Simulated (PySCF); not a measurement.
Several molecules and their computed UV-vis stick spectra, shuffled. Computed, not measured: TDDFT PBE0/def2-SVPD, vertical, gas phase, core orbitals frozen in the response (PySCF 2.14.0, density-fitted response routines). Geometries: PBE0-D3(BJ)/def2-SVP; one conformer of each isolated species. Triplets are in the Tamm–Dancoff approximation.

A. `[H]/P=P\C[SiH3]`
B. `[BH3-][N+]#CCOC(C)C`
C. `COC1=CC=CS1`
D. `CC#CC=O`

Lowest singlet levels (six at most, fewer where fewer were computed) with oscillator strengths:

1. 232 nm (f 0.003); 220 nm (f 0.042); 211 nm (f 0.006); 190 nm (f 0.061); 185 nm (f 0.567); 181 nm (f 0.010); T1 4.82 eV
2. 239 nm (f 0.001); 233 nm (f 0.119); 217 nm (f 0.004); 206 nm (f 0.016); 200 nm (f 0.000); 198 nm (f 0.007); T1 3.52 eV
3. 347 nm (f 0.001); 312 nm (f 0.006); 286 nm (f 0.133); 210 nm (f 0.001); 206 nm (f 0.001); 203 nm (f 0.005); T1 2.09 eV
4. 323 nm (f 0.000); 269 nm (f 0.000); 221 nm (f 0.178); 180 nm (f 0.000); 176 nm (f 0.004); 165 nm (f 0.017); T1 3.22 eV

Question: Match each spectrum to its molecule.

Answer: 1 = B, 2 = C, 3 = A, 4 = D.
- A: S1 at 3.57 eV, HOMO-1→LUMO (95%); Löwdin shares by element: HOMO phosphorus 79%, carbon 9%, silicon 5%; LUMO phosphorus 83%, carbon 7%, hydrogen 5% or more; HOMO -7.31 and LUMO -2.67 eV.
- B: S1 at 5.34 eV, HOMO→LUMO (95%); Löwdin shares by element: HOMO (one of a set within 0.03 eV) boron 37%, hydrogen 35% or more, nitrogen 11% (atoms not listed hold the other 17%); LUMO carbon 41% or more, nitrogen 29%, oxygen 8% (atoms not listed hold the other 22%); HOMO -7.68 and LUMO -0.94 eV.
- C: S1 at 5.19 eV, HOMO→LUMO+1 (95%); Löwdin shares by element: HOMO carbon 59% or more, oxygen 18% (atoms not listed hold the other 23%); LUMO carbon 56% or more, sulfur 22% (atoms not listed hold the other 22%); HOMO -6.08 and LUMO -0.09 eV; point group Cs, 1 of its 6 listed states under f = 0.0005.
- D: S1 at 3.84 eV, HOMO→LUMO (98%); Löwdin shares by element: HOMO oxygen 68%, carbon 22% or more, hydrogen 8% or more; LUMO carbon 61% or more, oxygen 28%; HOMO -7.92 and LUMO -1.88 eV.
